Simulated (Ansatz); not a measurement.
ClPb (SMILES [Cl][Pb]), doublet, geometry from GFN2-xTB (such geometries of metal compounds can be far from the true shape) (the spin is typed, not shown lowest) (core potentials on Pb). Base run: Ansatz (a quantum-chemistry and plane-wave program) with HF/def2-TZVP.

Ansatz was given this input:
Ansatz 0.2 input:
```yaml
crystal:
  periodic: [false, false, false]
  atoms:
    - {symbol: Pb, position_ang: [-0.00000000, -0.00000000, -0.43472468]}
    - {symbol: Cl, position_ang: [0.00000000, 0.00000000, 2.09690730]}
basis:
  gaussian:
    orbitals: def2-TZVP
hamiltonian:
  xc: hf
magnetization: {spin_polarized: true, initial_magnetization: 1}
```

The base run was repeated with changes; each row names its change, and settings that it needs were set with it.

```tsv
change	basis functions	E (Eh)
base	87	-651.40168
basis = jorge-DZP-DKH; relativity = spin-free X2C; nucleus = Gaussian	87	-21327.99656
basis = x2c-SVPall; relativity = none	80	-17178.07506
basis = x2c-SVPall; relativity = spin-free X2C	80	-21343.73931
basis = jorge-DZP-DKH; relativity = none	87	-19467.22958
basis = ANO-RCC-VDZP; relativity = spin-free X2C	86	-21345.21915
basis = ANO-RCC-VDZP; relativity = spin-free X2C; nucleus = Gaussian	86	-21340.04863
basis = x2c-SVPall; relativity = spin-free X2C; nucleus = Gaussian	80	-21339.50143
basis = jorge-DZP-DKH; relativity = spin-free X2C	87	-21331.67862
basis = ANO-RCC-VDZP; relativity = none	86	-16986.29551
```

Total energies compare only within one method and basis.

Ansatz warned in this series: the basis is contracted for relativity, which the run leaves out.

Basis sets contracted for a relativistic Hamiltonian are a mismatch without it, so the rows without relativity aren't non-relativistic limits. No row has spin-orbit coupling; sets with core potentials leave out the core electrons.
